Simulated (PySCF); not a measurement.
A structure optimised at PBE-D3(BJ)/def2-SVP, used in a PySCF frequency run:

```
C
H 1 1.1005
C 1 1.4051 2 119.66
H 3 1.1018 1 120.22 2 0.00
C 1 1.4051 2 119.66 3 180.00
H 5 1.1018 1 120.22 2 0.00
C 5 1.4130 6 119.62 1 180.00
C 7 1.3842 5 116.50 6 180.00
C 8 1.3842 7 125.99 5 0.00
H 7 1.1017 8 122.65 9 180.00
H 9 1.1017 8 122.65 7 180.00
```
Charge 0, spin multiplicity 2.

Write its SMILES, formula and point group.

[c]1ccccc1, C6H5, C2v

What are its rotational constants (standard atomic weights)?

6.1956, 5.5236, 2.9202 GHz
